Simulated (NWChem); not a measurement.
Dipole moment of CuF

SMILES: [Cu][F]
```xyz
2

Cu     0.0000     0.0000    -0.4146
F      0.0000     0.0000     1.3359
```
Charge 0, spin multiplicity 1.

Program: NWChem. Structure: optimised with B3LYP/def2-SVP, a minimum by its harmonic frequencies.

Basis set: def2-SVPD. The CCSD dipole comes from the Λ equations, without orbital relaxation.

The correlated methods keep 10 core orbitals frozen. B3LYP has NWChem's definition, with VWN1-RPA local correlation. The structure started from a generated list of species. No row is a measurement; the coupled-cluster row has its own basis-set and correlation limits.

Question: Order these methods by the dipole moment they give, lowest first: HF, B3LYP, PBE, CCSD.

Answer: PBE (4.99 D), B3LYP (5.47 D), CCSD (6.05 D), HF (6.58 D)
